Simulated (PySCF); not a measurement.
GeSe, SMILES [Se]=[Ge] (connectivity only; charge and spin as stated), neutral, multiplicity 1. Atoms are numbered in the order given.

```xyz
2

Ge     0.0000     0.0000    -1.1111
Se     0.0000     0.0000     1.0458
```

Coordinates come from a B3LYP-D3(BJ)/def2-TZVP optimisation.

The numbers are results of PySCF with KT2/pcSseg-2, not measurements.

GIAO shieldings, no solvent; atoms alike by connectivity are averaged. δ = σ(ref) − σ: ⁷³Ge against GeH4 (σ = 1672.1 ppm); ⁷⁷Se against Me2Se (σ = 1704.9 ppm), references at their B3LYP-D3(BJ)/def2-TZVP geometries, non-relativistic.

Computed chemical shifts:
```
nucleus  atoms  count  δ (ppm)
-------  -----  -----  -------
⁷³Ge       Ge1      1   1426.3
⁷⁷Se       Se2      1   1570.1
```
